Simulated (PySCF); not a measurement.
Structure problem from calculated spectra and properties.

Formula: C8H14.

| Quantity | Value |
| --- | --- |
| 13C NMR | chemical shifts (computed TMS as zero) by class: 36.6 (1 C), 31.1 (2 C), 30.7 (2 C), 27.0 (2 C), 18.4 (1 C) ppm [GIAO HF/pcSseg-1] |
| UV, first state | lowest singlet excitation: 8.13 eV (153 nm, f = 0.004) [TDDFT CAM-B3LYP/def2-SVPD] |
| 1H NMR | chemical shifts (computed TMS as zero) by class: 1.52 (2 H), 1.42 (2 H), 1.19 (2 H), 1.15 (1 H), 1.15 (1 H), 1.15 (1 H), 1.10 (2 H), 1.07 (2 H), 0.96 (1 H) ppm [GIAO HF/pcSseg-1] |
| Rotational structure | rotational constants A, B, C: 2.743, 2.436, 1.998 GHz [PBE0-D3(BJ)/def2-SVP] |
| UV, strongest line | among the 10 lowest singlet transitions: S10 at 9.03 eV (137 nm, f = 0.054) [TDDFT CAM-B3LYP/def2-SVPD] |
| Valence photoelectron | vertical ionisation energy: 10.29 eV [ΔSCF CAM-B3LYP/def2-SVPD] |

Electronic properties: PySCF, gas phase, density fitting. Levels stand in brackets. Isolated species at its PBE0-D3(BJ)/def2-SVP geometry, gas phase. NMR classes are plain means over equivalent atoms (diastereotopic ones count apart unless rotation or inversion swaps them), as if these changed places fast.

Question: Propose a structure and show how it fits.

Answer: Numbering: `[CH2:1]1[CH2:2][C@@H:3]2[CH2:4][CH2:5][C@H:6]([CH2:7]1)[CH2:8]2`. Its formula, C8H14, gives 2 degrees of unsaturation: 2 rings and 0 π bonds in the structure found. 8 carbons fall into 5 classes; from least to most shielded: ring CH2 carbon [C8] (36.6 ppm), sp3 carbon at a ring junction [C3/C6] (31.1 ppm, 2 C), ring CH2 carbon [C2/C7] (30.7 ppm, 2 C), ring CH2 carbon [C4/C5] (27.0 ppm, 2 C), ring CH2 carbon [C1] (18.4 ppm). Hydrogen classes from least to most shielded: 2 H on 2 like atoms (sp3 carbon at a ring junction), C3/C6 (1.52 ppm), 2 H on 2 ring CH2 carbons, C4/C5 (1.42 ppm), 2 H on 2 ring CH2 carbons, C4/C5 (1.19 ppm), 1 H on a ring CH2 carbon, C1 (1.15 ppm), 1 H on a ring CH2 carbon, C8 (1.15 ppm), 1 H on a ring CH2 carbon, C1 (1.15 ppm), 2 H on 2 ring CH2 carbons, C2/C7 (1.10 ppm), 2 H on 2 ring CH2 carbons, C2/C7 (1.07 ppm), 1 H on a ring CH2 carbon, C8 (0.96 ppm). The optimised geometry has point group Cs and is an asymmetric top. Structure: `C1C[C@@H]2CC[C@H](C1)C2`. Computed isomers that give other values at the same levels: `C1C[C@H]2CCC[C@H]2C1` (rotational constant A: 3.453 GHz; this holds for the one conformer computed); `C1CCC2(CC1)CC2` (rotational constant A: 3.524 GHz; this holds for the one conformer computed); `C1CC2CCC1CC2` (lowest singlet excitation: 7.75 eV (160 nm, f = 0.000 summed over 2 states within 0.01 eV)). The assignments are read from this structure; whether some other isomer fits the data as well wasn't checked.
